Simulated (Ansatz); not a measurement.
[(OH)2Al]2O (Al₂O₅H₄). Charge 0, multiplicity 1. Geometry PBE0-D4/def2-SVP; atoms count from 1.

```xyz
11

Al    0.561    0.041   -1.462
O     0.479   -1.161   -2.657
O     1.325    1.505   -1.848
O    -0.080   -0.157    0.084
Al   -0.626   -0.017    1.680
O     0.156   -0.784    2.973
O    -2.011    0.863    2.100
H     0.072   -2.020   -2.540
H     1.714    1.675   -2.707
H     0.945   -1.320    2.891
H    -2.536    1.376    1.486
```

Question: Estimate the Mulliken populations from the PBE0/def2-TZVP orbitals of Ansatz.

Answer: 
| atom | charge (e) |
| --- | --- |
| Al1 | 0.63 |
| O2 | -0.56 |
| O3 | -0.56 |
| O4 | -0.30 |
| Al5 | 0.62 |
| O6 | -0.56 |
| O7 | -0.56 |
| H8 | 0.32 |
| H9 | 0.32 |
| H10 | 0.32 |
| H11 | 0.32 |
Mulliken values and Mayer orders depend strongly on the basis.

Question: And the Mayer bond orders between bonded heavy atoms (over 0.3)?

Answer: Al1–O2 1.22 (1.70 Å); Al1–O3 1.21 (1.70 Å); Al1–O4 1.20 (1.69 Å); O4–Al5 1.17 (1.69 Å); Al5–O6 1.22 (1.69 Å); Al5–O7 1.22 (1.69 Å).
